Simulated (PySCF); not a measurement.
# Reading the logs of faulty runs: BCFH3Si cation

Calculated results; nothing here was measured. They come from PySCF 2.14.0, an open-source quantum chemistry program, on an isolated molecule that a program drew, which may never have been made. The molecule is BCFH3Si cation (charge +1, singlet), drawn as the SMILES string `F[B+]C=[SiH2]`.

Each row is a Hartree-Fock (HF) and frozen-core CCSD(T) single point in the cc-pV(D+d)Z basis, meant for a local HF minimum. Run 1 is clean. Each other run has one planted mistake out of seven kinds, and not every kind appears here: one electron removed, one electron added, multiplicity raised by two, geometry at a saddle point, minimal basis STO-3G, one bond length entered in bohr, all coordinates scaled. The reference is restricted for singlets and unrestricted otherwise, and also for a bond in bohr. Adding or removing an electron swaps singlet and doublet. Electrons count all cores. HOMO and LUMO are orbital energies over both spins, the gradient is its largest component, and the lowest frequency (negative if imaginary) is given only where the gradient is small. Bond lengths are over the 6 bonds as drawn. T1 is the CCSD diagnostic: over 0.02 (restricted) or 0.045 (unrestricted) a single reference is doubtful.

Geometry of the clean run:
```xyz
7
BCFH3Si cation, angstrom
F    -1.9102   -2.3563   -5.0267
B    -1.7523   -1.1738   -4.6700
C    -1.5640    0.1738   -4.2556
Si   -0.4041    0.6885   -3.0712
H    -2.2050    0.9159   -4.7296
H     0.4722   -0.2803   -2.4150
H    -0.2812    2.0967   -2.7080
```

```
run,electrons,basis functions,<S^2>,HOMO (eV),LUMO (eV),gradient (hartree/bohr),lowest frequency (cm^-1),mean bond (Å),longest bond (Å),T1,HF (hartree),CCSD(T) (hartree),mistake
1,36,80,0.000,-15.85,-4.55,3.0e-05,133,1.4023,1.736,0.0167,-452.42733,-452.94077,no fault
2,36,80,2.023,-12.12,-6.89,7.9e-02,-,1.4023,1.736,0.0164,-452.31844,-452.80522,multiplicity raised by two
3,36,80,0.000,-15.25,-4.81,7.6e-02,-,1.4949,1.850,0.0194,-452.39745,-452.92288,all coordinates scaled
4,36,80,0.928,-16.05,-5.16,9.2e-03,-,1.5870,2.353,0.0434,-452.23261,-452.70798,?
5,37,80,0.798,-5.90,2.73,6.8e-02,-,1.4023,1.736,0.0178,-452.61952,-453.14746,?
```

**Which mistake was planted in run 4, and what did it cost?**

The mean bond changes by a factor of 1.132 and the longest by 1.355, so the molecule wasn't scaled as a whole. A length L in bohr read as angstrom grows by (1/0.5292 - 1) L = 0.890 L. The 6 bonds together grew by 6 x 0.1847 = 1.108 Å, which gives L = 1.246 Å. That is bond F1-B2, 1.245 Å in the clean geometry. So the mistake is: one bond length entered in bohr. Subtracting run 1 and multiplying by 627.51 kcal/mol a hartree, the energy moved by 122.2 kcal/mol in HF and 146.1 kcal/mol in CCSD(T).

**Which mistake was planted in run 5, and what did it cost?**

It counts 37 electrons, one more than the clean run, at the same geometry and basis. So the mistake is: one electron added. Subtracting run 1 and multiplying by 627.51 kcal/mol a hartree, the energy moved by -120.6 kcal/mol in HF and -129.7 kcal/mol in CCSD(T).

